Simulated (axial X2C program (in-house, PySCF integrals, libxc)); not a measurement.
Outer orbitals of AlHf at 2.649 Å, PBE0

All values were computed with an in-house relativistic program for diatomic molecules. Spin-free means the one-electron spin-free X2C Hamiltonian; two-component (2c) means X2C with spin–orbit coupling and atomic mean-field two-electron Coulomb and Gaunt terms, so the difference of the two also holds small scalar two-electron terms. Basis: Hf dyall-cv3z [13s14p9d7f4g], Al dyall-v3z [8s8p2d1f] (cores contracted in-house); Gaussian nuclei, density fitting, unrestricted open shells. Masses: Hf 179.947 u, Al 26.982 u.

The distance is close to the 2c PBE0 minimum; the highest filled and lowest empty levels are listed.

Spin-free orbitals, state M_S = 3/2, Λ = 0 (beyond evenly filled blocks: σα, π+α, π-α) (Löwdin shares):

```
symmetry  occupied  ε (eV)              atomic character
     φ+α       yes  -21.22                     100% Hf f
     φ-α       yes  -21.22                     100% Hf f
     φ-β       yes  -21.17                     100% Hf f
     φ+β       yes  -21.17                     100% Hf f
     δ-α       yes  -21.03                     100% Hf f
     δ+α       yes  -21.03                     100% Hf f
     π-α       yes  -20.92                     100% Hf f
     π+α       yes  -20.92                     100% Hf f
     δ+β       yes  -20.90                     100% Hf f
     δ-β       yes  -20.90                     100% Hf f
      σα       yes  -20.88                     100% Hf f
     π+β       yes  -20.74                     100% Hf f
     π-β       yes  -20.74                     100% Hf f
      σβ       yes  -20.69                     100% Hf f
      σα       yes   -9.79  52% Al s, 20% Hf s, 12% Hf d
      σβ       yes   -8.18   59% Al s, 20% Hf s, 9% Hf p
      σα       yes   -5.83   45% Hf s, 30% Al p, 9% Al s
      σβ       yes   -5.11  53% Hf s, 19% Al p, 15% Hf p
     π+α       yes   -5.03   62% Hf d, 26% Al p, 6% Hf p
     π-α       yes   -5.03   62% Hf d, 26% Al p, 6% Hf p
      σα       yes   -4.72   61% Hf d, 21% Al p, 8% Hf s
     δ-α        no   -2.26                      98% Hf d
     δ+α        no   -2.26                      98% Hf d
     π-β        no   -1.99   44% Al p, 43% Hf d, 9% Hf p
     π+β        no   -1.99   44% Al p, 43% Hf d, 9% Hf p
```

Spinors with spin–orbit coupling (state Ω = 3/2):

| ω | occupied | ε (eV) | atomic character | λ mixture |
| --- | --- | --- | --- | --- |
| -5/2 | yes | -22.16 | 100% Hf f | 90% φ, 10% δ |
| 5/2 | yes | -22.13 | 100% Hf f | 87% φ, 13% δ |
| -3/2 | yes | -21.94 | 100% Hf f | 78% δ, 22% π |
| 3/2 | yes | -21.90 | 100% Hf f | 71% δ, 29% π |
| -1/2 | yes | -21.81 | 100% Hf f | 63% π, 37% σ |
| 1/2 | yes | -21.80 | 100% Hf f | 53% π, 47% σ |
| 7/2 | yes | -20.54 | 100% Hf f | 100% φ |
| -7/2 | yes | -20.48 | 100% Hf f | 100% φ |
| 5/2 | yes | -20.36 | 100% Hf f | 87% δ, 13% φ |
| -5/2 | yes | -20.26 | 100% Hf f | 90% δ, 10% φ |
| 3/2 | yes | -20.22 | 100% Hf f | 71% π, 29% δ |
| -3/2 | yes | -20.13 | 100% Hf f | 78% π, 22% δ |
| 1/2 | yes | -20.13 | 100% Hf f | 53% σ, 47% π |
| -1/2 | yes | -20.09 | 100% Hf f | 63% σ, 37% π |
| 1/2 | yes | -9.78 | 53% Al s, 20% Hf s, 12% Hf d | 100% σ |
| -1/2 | yes | -8.20 | 59% Al s, 20% Hf s, 9% Hf p | 100% σ |
| 1/2 | yes | -5.81 | 45% Hf s, 30% Al p, 9% Al s | 100% σ |
| -1/2 | yes | -5.16 | 32% Hf s, 30% Hf d, 20% Al p | 59% σ, 41% π |
| -1/2 | yes | -5.05 | 38% Hf d, 24% Al p, 21% Hf s | 58% π, 42% σ |
| 3/2 | yes | -4.96 | 62% Hf d, 27% Al p, 5% Hf p | 99% π, 1% δ |
| 1/2 | yes | -4.72 | 61% Hf d, 21% Al p, 8% Hf s | 98% σ, 2% π |
| -3/2 | no | -2.40 | 97% Hf d | 96% δ, 4% π |
| 5/2 | no | -2.09 | 98% Hf d | 100% δ |
| 1/2 | no | -2.02 | 44% Al p, 42% Hf d, 10% Hf p | 98% π, 2% σ |
| -3/2 | no | -1.94 | 44% Al p, 43% Hf d, 8% Hf p | 96% π, 4% δ |

(1) How does the gap between the highest filled and lowest empty level change from the spin-free to the 2c table?

Mulliken charges and populations of the two-component result (they depend on the basis, above all on diffuse functions):

Hf 0.00 e (s 11.71 p 24.27 d 22.01 f 14.01), Al 0.00 e (s 5.82 p 7.12 d 0.06 f 0.01). ⟨Lz⟩ = 0.04 ħ and ⟨Sz⟩ = 1.46 ħ (0.99 and 0.48 on the two atoms), which add up to Ω.

Occupations by symmetry block were frozen at the best pattern of an incomplete PBE0 search. Density functionals use the spin component along the axis (collinear). Other states lie close and PBE0, whose exact exchange favours high spin, may order them wrongly; the determinant shown need not be the ground state. The nearest other spin-free determinant of the search, M_S = 1/2, Λ = 0, lies 0.25 eV up at the distance of the search. With several unpaired electrons one determinant need not be a pure state. This is the top spin component of a Σ state; components of lower Ω are not single determinants and can lie lower.

Results:

(1) From 2.46 to 2.32 eV at PBE0, a change of -0.14 eV.
